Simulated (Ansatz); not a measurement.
Relaxation of F₂H₅OSi₂ (10 atoms, charge 0, multiplicity 2), to a largest force component of 0.03 eV/Å in at most 50 steps.

Method: UHF/def2-SVP in Ansatz 0.2.0.

```xyz
10
Properties=species:S:1:pos:R:3
Si -0.057 -0.168 -0.095
H 0.135 -0.336 1.339
F 1.344 0.045 -0.825
O -1.029 1.092 -0.341
H -1.311 1.391 -1.192
F -0.669 -1.491 -0.739
Si -0.192 0.386 3.892
H -0.824 -0.946 3.733
H 1.265 0.313 3.632
H -0.453 0.928 5.247
```

Question: Where does it end, and by what steps?

Answer: The forces met the threshold. The force dipped under the threshold on the way, but the program's further checks kept it going. After 24 steps the energy has fallen by 0.142 eV; H2 moved furthest, 1.47 Å.

```
step  energy less start (eV)  largest force component (eV/Å)  accepted
   0                  0.0000                           0.396       yes
   1                 -0.0706                           0.085       yes
   2                 -0.0879                           0.309       yes
   3                 -0.0990                           0.101       yes
   4                 -0.1010                           0.232       yes
   5                 -0.1032                           0.103       yes
   6                 -0.1041                           0.010       yes
   7                 -0.1049                           0.039       yes
   8                 -0.1053                           0.042       yes
   9                 -0.1055                           0.052       yes
  10                 -0.1056                           0.073       yes
  11                 -0.1060                           0.065       yes
  12                 -0.1065                           0.049       yes
  13                 -0.1082                           0.104       yes
  14                 -0.1070                           0.322        no
  15                 -0.1100                           0.054       yes
  16                 -0.1121                           0.047       yes
  17                 -0.1154                           0.108       yes
  18                 -0.1199                           0.203       yes
  19                 -0.1203                           0.305       yes
  20                 -0.1352                           0.120       yes
  21                 -0.1383                           0.067       yes
  22                 -0.1399                           0.056       yes
  23                 -0.1410                           0.039       yes
  24                 -0.1416                           0.025       yes
```

```xyz
10
Properties=species:S:1:pos:R:3
Si 0.130 -0.446 -0.350
H 0.837 -1.352 0.534
F 1.144 0.251 -1.363
O -0.653 0.673 0.519
H -1.179 1.354 0.128
F -0.895 -1.248 -1.270
Si -0.473 0.765 3.996
H -1.171 -0.466 3.563
H 0.886 0.844 3.417
H -0.415 0.839 5.477
```

Whether the end is a true minimum wasn't checked by a vibrational analysis.

The run took 43 s on 2 threads of Arm Neoverse V1 (shared host), peak memory 0.26 GiB.
